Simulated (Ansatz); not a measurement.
Computed with Ansatz on PBE0-D4/def2-TZVP structures; ΔE is electronic, products minus reactants. CCSD(T)/CBS is the MP2 limit (def2-TZVPP, def2-QZVPP) plus CCSD(T) − MP2 in def2-TZVPP, frozen cores. This one scheme is used for every species. Each species was taken in one conformer, which may not be the lowest.

`N[Si](O)(O)O` → `OO` + `N[Si]O`  (silylene formation by 1,1-elimination)

`N[Si](O)(O)O`:

Z-matrix (Å, degrees):
```
Si
O 1 1.640
O 1 1.634 2 107.2
N 1 1.697 2 118.5 3 -116.5
O 1 1.642 2 103.3 3 123.0
H 2 0.958 1 115.6 3 -137.8
H 3 0.958 1 115.3 2 27.2
H 4 1.006 1 119.6 2 84.0
H 4 1.006 1 121.3 2 -63.9
H 5 0.958 1 115.8 2 173.3
```

`OO`:

Cartesian coordinates in Å:
```
O 0.149 0.623 -0.406
O 0.364 -0.548 0.377
H -0.418 1.137 0.181
H -0.095 -1.212 -0.151
```

`N[Si]O`:

Z-matrix (Å, degrees):
```
N
Si 1 1.716
H 1 1.010 2 128.3
H 1 1.009 2 120.1 3 180.0
O 2 1.656 1 102.6 3 0.0
H 5 0.961 2 121.6 1 -0.0
```

```
       species  CCSD(T)/CBS(def2) energy (Eh)
`N[Si](O)(O)O`                     -572.52479
          `OO`                     -151.44260
      `N[Si]O`                     -420.80918
```

**Question.** Work out ΔE.

**Answer.** ΔE = (-151.44260) + (-420.80918) − (-572.52479) = 0.27301 Eh = +716.8 kJ/mol.

Largest T1 diagnostic among the species: 0.014.

From BLYP to BHLYP (50 % exact exchange), in def2-TZVPP and without D4, ΔE moves by +92.1 kJ/mol. The D4 term adds +14.2 kJ/mol with B3LYP and +7.5 kJ/mol with PBE0; it sums over pairs of atoms, weighted by their polarisabilities, and B3LYP, whose exchange is more repulsive, gets the larger term.

B3LYP here is the variant with VWN-RPA as its local correlation; programs differ in this.
